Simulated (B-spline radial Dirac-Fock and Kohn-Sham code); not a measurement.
# Core and valence levels of Re⁶⁺

System: the Re⁶⁺ ion, 1s2 2s2 2p6 3s2 3p6 3d10 4s2 4p6 4d10 4f14 5s2 5p6 5d1, inside a Watson sphere of charge -6 and radius 3 Å (a model of the Madelung potential; inside it an electron's potential energy is raised by 28.8 eV); nuclear rms radius 5.3698 fm (A = 187).

Method: relaxed Dirac-Fock hole states (ΔSCF) with Breit and QED corrections and a finite nucleus. Computed with a radial B-spline solver. The model has no electron correlation. Energies are counted from the vacuum level.

All terms are in eV, carry their sign (relaxation lowers the binding energy) and add up to the binding energy; ⟨r⟩ is the mean radius of the orbital in the initial state.

| subshell | −ε (Koopmans) | relaxation | Breit | QED | binding energy | ⟨r⟩ (bohr) |
| --- | --- | --- | --- | --- | --- | --- |
| K (1s) | 72188.7 | -86.15 | -239.59 | -125.70 | 71737.2 | 0.018 |
| L1 (2s) | 12695.9 | -50.47 | -26.89 | -18.48 | 12600.1 | 0.076 |
| L2 (2p1/2) | 12123.7 | -55.01 | -44.51 | -0.04 | 12024.2 | 0.063 |
| L3 (2p3/2) | 10681.2 | -51.80 | -26.82 | -1.83 | 10600.7 | 0.071 |
| M1 (3s) | 3040.5 | -27.38 | -4.87 | -4.27 | 3003.9 | 0.196 |
| M2 (3p1/2) | 2786.3 | -28.43 | -8.36 | -0.11 | 2749.4 | 0.187 |
| M3 (3p3/2) | 2468.3 | -26.72 | -4.64 | -0.46 | 2436.5 | 0.202 |
| M4 (3d3/2) | 2047.3 | -29.48 | -3.60 | 0.33 | 2014.6 | 0.177 |
| M5 (3d5/2) | 1979.0 | -28.86 | -2.27 | 0.14 | 1948.0 | 0.181 |
| N1 (4s) | 707.1 | -9.85 | -0.99 | -1.03 | 695.2 | 0.441 |
| N2 (4p1/2) | 600.0 | -9.69 | -1.73 | -0.01 | 588.5 | 0.446 |
| N3 (4p3/2) | 525.0 | -8.59 | -0.83 | -0.09 | 515.5 | 0.477 |
| N4 (4d3/2) | 348.9 | -8.29 | -0.48 | 0.08 | 340.2 | 0.494 |
| N5 (4d5/2) | 334.8 | -7.93 | -0.20 | 0.04 | 326.7 | 0.505 |
| N6 (4f5/2) | 111.3 | -7.01 | 0.10 | 0.05 | 104.4 | 0.564 |
| N7 (4f7/2) | 108.6 | -6.82 | 0.20 | 0.04 | 102.0 | 0.572 |
| O1 (5s) | 148.1 | -1.21 | -0.16 | -0.19 | 146.5 | 1.029 |
| O2 (5p1/2) | 111.3 | -1.08 | -0.25 | 0.01 | 110.0 | 1.108 |
| O3 (5p3/2) | 98.83 | -0.87 | -0.10 | -0.01 | 97.85 | 1.187 |
| O4,5 (5d) | 52.37 | -0.38 | -0.01 | 0.01 | 51.98 | 1.493 |

For the deepest level, K (1s), the Breit terms make up -0.334 % of the binding energy, QED -0.175 % and orbital relaxation -0.120 %.

Spin-orbit splittings: 2p 1423.4 eV, 3p 313.0 eV, 3d 66.59 eV, 4p 73.04 eV, 4d 13.48 eV, 4f 2.40 eV, 5p 12.11 eV.
